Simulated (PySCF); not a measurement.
**Ionising TiF**

PBE0; PySCF, no relativity, basis sets Ti def2-TZVPPD, F def2-TZVPPD. Neutral (UKS): quartet (σ ↑, δ ↑↑), Re = 1.774 Å, ωe = 707 cm⁻¹, HOMO -5.00 eV, LUMO -1.64 eV.

TiF⁺ (UKS): triplet (δ ↑↑), Re = 1.716 Å, ωe = 816 cm⁻¹. The energies at the minima are -949.04188 hartree for TiF and -948.78787 for TiF⁺.

Question: Work out the adiabatic ionisation energy, without and with harmonic zero-point energies (1 hartree = 27.2114 eV, 1 eV = 8065.5 cm⁻¹), and the change of the bond length.

Answer: At PBE0: 0.25401 hartree = 6.912 eV between the minima; the zero-point term (816.0 − 707.0)/2 cm⁻¹ = +0.007 eV makes it 6.919 eV. Re changes by -5.8 pm against the neutral. The electron leaves a σ orbital; in so polar a molecule the change of length follows mostly from the change of the ionic charges.

TiF⁻ (UKS): triplet (π ↑, δ ↑), Re = 1.872 Å, ωe = 566 cm⁻¹. The energies at the minima are -949.04188 hartree for TiF and -949.06877 for TiF⁻.

Question: Work out the adiabatic electron affinity, without and with harmonic zero-point energies (1 hartree = 27.2114 eV, 1 eV = 8065.5 cm⁻¹), and the change of the bond length.

Answer: At PBE0: 0.02689 hartree = 0.732 eV between the minima; the zero-point term (707.0 − 566.0)/2 cm⁻¹ = +0.009 eV makes it 0.740 eV. Re changes by +9.8 pm against the neutral. More than one orbital changes its filling between the two states.

De is left out where the level can put another filling of the metal’s s and d shells below the measured ground configuration, by anything from nothing to about 1 eV. The highest Kohn–Sham level is positive in this anion. Much of that is self-interaction error, but it also means that the finite basis helps to hold the extra electron. The state is the lowest single determinant that the PBE0 search found; with open d or f shells the true ground state can be another one.
